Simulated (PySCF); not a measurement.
## Orbital picture of CaH

PBE at R = 1.986 Å; PySCF, no relativity, basis sets Ca def2-SVPD, H def2-SVPD. State: ²Σ⁺ (doublet), unpaired electrons σ ↑. Only the outer orbitals are listed, counted within each symmetry.

```
spin  orbital  occ.  ε (eV)  on Ca (%)            main shells (%)
   α       4σ     1  -46.09        100                   100 Ca s
   α       2π     1  -27.63        100                   100 Ca p
   α       2π     1  -27.63        100                   100 Ca p
   α       5σ     1  -27.35        100                   100 Ca p
   α       6σ     1   -5.45         39    61 H s, 28 Ca s, 9 Ca d
   α       7σ     1   -3.41         93  55 Ca s, 26 Ca p, 12 Ca d
   α       3π     0   -1.77        100           66 Ca p, 34 Ca d
   α       3π     0   -1.77        100           66 Ca p, 34 Ca d
   α       8σ     0   -1.54         96           60 Ca d, 37 Ca p
   β       4σ     1  -45.98        100                   100 Ca s
   β       2π     1  -27.52        100                   100 Ca p
   β       2π     1  -27.52        100                   100 Ca p
   β       5σ     1  -27.18        100                   100 Ca p
   β       6σ     1   -5.21         41   58 H s, 26 Ca s, 10 Ca d
   β       7σ     0   -2.60         93  62 Ca s, 18 Ca p, 13 Ca d
   β       1δ     0   -1.14        100                   100 Ca d
   β       1δ     0   -1.14        100                   100 Ca d
```

**Question.** Which are the highest filled and the lowest empty level, where do they sit, and how wide is the gap?

**Answer.** Highest filled α 7σ at -3.41 eV (in %: 55 Ca s, 26 Ca p, 12 Ca d); lowest empty β 7σ at -2.60 eV (in %: 62 Ca s, 18 Ca p, 13 Ca d); the gap at PBE is 0.81 eV.

| Quantity | Value |
| --- | --- |
| bond order (Mayer) | 0.96 |
| ⟨S²⟩ | 0.751 |
| charge on Ca (Mulliken, basis-dependent) | 0.28 |
| charge on Ca (Löwdin, basis-dependent) | 0.34 |
| dipole moment (positive dipole means Ca(−)H(+)) | -2.37 D |
| polarisability along the bond | 113.5 bohr³ |
| polarisability across the bond | 162.0 bohr³ |

The state was picked by a PBE0 search and need not be the measured ground state.
